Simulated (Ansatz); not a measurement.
Computed with Ansatz on PBE0-D4/def2-TZVP structures; ΔE is electronic, products minus reactants. CCSD(T)/CBS adds triple-zeta CCSD(T) − MP2 to the extrapolated MP2 energy (def2 sets, frozen cores). This one scheme is used for every species. DFT in def2-TZVPP. def2 core potentials past Kr. For Br, Sn outer-core shells are correlated without core-valence functions, which leaves a few kJ/mol of doubt a bond. Scalar relativity is left out up to krypton. Each species was taken in one conformer, which may not be the lowest.

`C[O][Sn][Br]` + `O[SiH2]S` → `[OH][Sn][Br]` + `CO[SiH2]S`  (redistribution)

| level | ΔE (eV) |
| --- | --- |
| B97M-V | 0.18 |
| r2SCANh-D4 | 0.18 |
| BHLYP-D4 | 0.19 |
| r2SCAN | 0.19 |
| CAM-B3LYP | 0.17 |
| CCSD/def2-SVP | 0.23 |
| HF/def2-TZVPP | 0.13 |
| SCS-MP2/def2-TZVPP | 0.18 |

Problem. What does CCSD(T)/CBS give? (An estimate is asked.)

Solution. The calculation gave: +0.19 eV. The listed levels differ from it by -0.01, -0.01, 0.00, 0.00, -0.02, 0.04, -0.06, -0.01 eV.

Problem. What do rigid-rotor, harmonic-oscillator terms from PBE0-D4/def2-TZVP frequencies (298.15 K, 1 bar) make of the CCSD(T)/CBS value? (An estimate is asked.)

Solution. Ansatz gave: ΔZPE = -0.01 eV, ΔH = +0.18 eV, ΔS = 8 J/(mol·K), ΔG = +0.16 eV.

Largest T1 diagnostic among the species: 0.015.

In def2-TZVPP, CCSD(T) changes the Hartree–Fock value by +0.05 eV (the triples alone add +0.01 eV) and MP2 by +0.06 eV. At CCSD(T), def2-SVP lies +0.05 eV from the extrapolated value and def2-TZVPP −0.01 eV. Leaving LDA and LC-ωPBE aside and taking each functional with its dispersion term where it has one, the values, not all of them listed here, spread over 0.04 eV, from ωB97X-V to BLYP-D4. LDA lies +0.03 eV from PBE without D4.
